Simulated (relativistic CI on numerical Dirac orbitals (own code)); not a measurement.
Method of calculation: Dirac-Coulomb-Breit CI, separate exchange-only KLI orbitals for each configuration, QED by a radiative potential, unscaled Slater integrals (own radial code, finite nucleus).

CI space (outside the closed core [Ne]): 3s²3p⁶3d¹⁰, 3s²3p⁶3d⁹4s, 3s²3p⁶3d⁹4p, 3s²3p⁶3d⁹4d, 3s²3p⁵3d¹⁰4s, 3s²3p⁶3d⁹4f, 3s²3p⁵3d¹⁰4p, 3s²3p⁶3d⁸4s², 3s²3p⁵3d¹⁰4d, 3s²3p⁶3d⁸4s4p, 3s3p⁶3d¹⁰4s, 3s²3p⁶3d⁹5s, 3s²3p⁵3d¹⁰4f, 3s²3p⁶3d⁸4p², 3s²3p⁶3d⁸4s4d, 3s²3p⁶3d⁹5p, 3s3p⁶3d¹⁰4p, 3s²3p⁵3d⁹4s², 3s²3p⁶3d⁹5d, 3s²3p⁶3d⁸4p4d, 3s²3p⁶3d⁹5f, 3s²3p⁶3d⁹5g, 3s²3p⁵3d⁹4s4p, 3s3p⁶3d¹⁰4d, 3s²3p⁶3d⁸4d², 3s²3p⁵3d⁹4p², 3s²3p⁵3d⁹4s4d, 3s3p⁶3d¹⁰4f, 3s3p⁶3d⁹4s², 3s²3p⁶3d⁹6s, 3s²3p⁵3d¹⁰5s, 3s²3p⁴3d¹⁰4s², 3s²3p⁶3d⁹6p, 3s²3p⁵3d⁹4p4d, 3s²3p⁵3d¹⁰5p, 3s²3p⁶3d⁹6d. Levels of other configurations are missing.

At this charge energies of transitions that change n are usually good to better than 1 %, and those within a shell (Δn = 0) to a few per cent.

Outline of the computed level scheme of Os XLIX. Lowest level of each configuration: 3s²3p⁶3d¹⁰ ¹S0 at 0.00 eV; 3s²3p⁶3d⁹4s ³D3 at 1679.41 eV; 3s²3p⁶3d⁹4p ³P°2 at 1780.81 eV; 3s²3p⁶3d⁹4d ³P1 at 2049.04 eV; 3s²3p⁵3d¹⁰4s ³P°2 at 2156.05 eV; 3s²3p⁶3d⁹4f ³P°0 at 2234.02 eV.

Some strong electric-dipole decays among the lowest 45 levels: 3s²3p⁵3d¹⁰4s ¹P°1 → 3s²3p⁶3d¹⁰ ¹S0 (2.6e+13 s⁻¹); 3s²3p⁶3d⁹4p ¹P°1 → 3s²3p⁶3d¹⁰ ¹S0 (1.4e+13 s⁻¹); 3s²3p⁶3d⁹4p ³D°1 → 3s²3p⁶3d¹⁰ ¹S0 (7.9e+12 s⁻¹); 3s²3p⁵3d¹⁰4s ¹P°1 → 3s²3p⁶3d⁹4s ¹D2 (2.2e+12 s⁻¹); 3s²3p⁵3d¹⁰4s ³P°2 → 3s²3p⁶3d⁹4s ³D3 (2.0e+12 s⁻¹); 3s²3p⁶3d⁹4p ³P°1 → 3s²3p⁶3d¹⁰ ¹S0 (1.6e+12 s⁻¹); 3s²3p⁶3d⁹4d ³G3 → 3s²3p⁶3d⁹4p ³F°2 (9.5e+11 s⁻¹); 3s²3p⁶3d⁹4d ³G4 → 3s²3p⁶3d⁹4p ³F°3 (9.5e+11 s⁻¹).

LS names give the leading component of a level, which can be under half, so a name can repeat, a term be missing and a line seem to break the LS rules.
